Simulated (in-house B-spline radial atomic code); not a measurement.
The numbers below are computed, except where a source is named.
## Weak and strong correlation along the adiabatic connection

Two-electron singlets in several external potentials (atomic units), by full CI in B-splines with partial waves to l = 8 (correlation energies up to 0.6 % small). The repulsion is scaled by λ at fixed density; W(λ) is the mean repulsion less the Hartree energy, W(0) = E_x, and the area under W from 0 to 1 is E_xc.

One system gave this curve:

```json
{"λ": "0", "W (hartree)": "-0.24844"}
{"λ": "0.02", "W (hartree)": "-0.25044"}
{"λ": "0.05", "W (hartree)": "-0.2533"}
{"λ": "0.12", "W (hartree)": "-0.25938"}
{"λ": "0.25", "W (hartree)": "-0.26881"}
{"λ": "0.4", "W (hartree)": "-0.27738"}
{"λ": "0.6", "W (hartree)": "-0.28609"}
{"λ": "0.8", "W (hartree)": "-0.29268"}
{"λ": "1", "W (hartree)": "-0.29783"}
{"λ": "1.4", "W (hartree)": "-0.30539"}
{"λ": "2", "W (hartree)": "-0.31283"}
{"λ": "3", "W (hartree)": "-0.32033"}
{"λ": "4.5", "W (hartree)": "-0.32678"}
{"λ": "7", "W (hartree)": "-0.33271"}
```

**Question.** Which system is it?
A. −V exp(−r²/w²), V = 14.8, w = 2.77
B. −Z exp(−kr)/r, Z = 6.69, k = 0.687
C. −V exp(−r²/w²), V = 1.14, w = 10.2
D. −Z exp(−kr)/r, Z = 3.46, k = 1.19

**Answer.** C. The exchange energy sets the size: −V exp(−r²/w²), V = 1.14, w = 10.2: E_x = -0.248, E_c = -0.0308; −Z exp(−kr)/r, Z = 6.69, k = 0.687: E_x = -3.92, E_c = -0.0451; −Z exp(−kr)/r, Z = 3.46, k = 1.19: E_x = -1.72, E_c = -0.0451; −V exp(−r²/w²), V = 14.8, w = 2.77: E_x = -1.02, E_c = -0.0428 hartree.
